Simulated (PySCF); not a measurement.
Si(F)2(Et)(NH2) (C2H7F2NSi), SMILES CC[Si](N)(F)F.

Coordinates come from a B3LYP-D3(BJ)/def2-SVP optimisation. The values are those of a single conformer.

Method: ωB97X/def2-TZVP run with PySCF.

Isolated molecule, no solvent.

Computed frontier levels, gap, dipole moment and polarisability:
```yaml
highest_occupied_level: -10.68 eV
lowest_empty_level: 2.59 eV
orbital_gap: 13.26 eV
dipole_moment: 0.566 e·Å
quadrupole, principal values (traceless, Buckingham form, about the centre of nuclear charge): -8.49, -0.76, 9.25 D·Å
mean_static_polarisability: 52.8 bohr³ (7.82 Å³)
polarisability_principal_values: 48.8, 52.3, 57.3 bohr³
```
